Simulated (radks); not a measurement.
Problem. These are the eigenvalues of the occupied orbitals of an atom or ion with whole-number occupations (hartree). All-electron calculation, Dirac Kohn-Sham, exchange-only PBE, spin-unpolarised, spherical densities, finite nucleus; Fermi nuclear charge, rms radius of each element as measured or else 0.836 A^(1/3) + 0.57 fm. Program: a radial shooting solver on a logarithmic mesh with Libxc functionals.

orbital  eigenvalue
1s1/2     -1860.364
2s1/2     -324.8517
2p1/2     -309.5577
2p3/2     -283.9864
3s1/2     -88.38958
3p1/2     -81.78235
3p3/2     -76.49697
3d3/2     -65.11678
3d5/2     -63.96380
4s1/2     -32.95865
4p1/2     -30.30481
4p3/2     -28.93656
4d3/2     -24.52290
4d5/2     -24.24764

Which element is it, and in what charge state? The configuration may be excited. Open shells, if any, fill j = l - 1/2 first.

Solution. Z = 64, gadolinium, charge +21: Gd21+ in [Kr] 4d7. The list shows which subshells hold electrons but not how many an open one holds; the 1s level, -1860.4 hartree, gives Z - s = 61.0 by -(Z - s)^2/2, which with screening and relativity narrows Z to a few neighbours, and the depths of the outer levels then fix element, charge and occupations together.
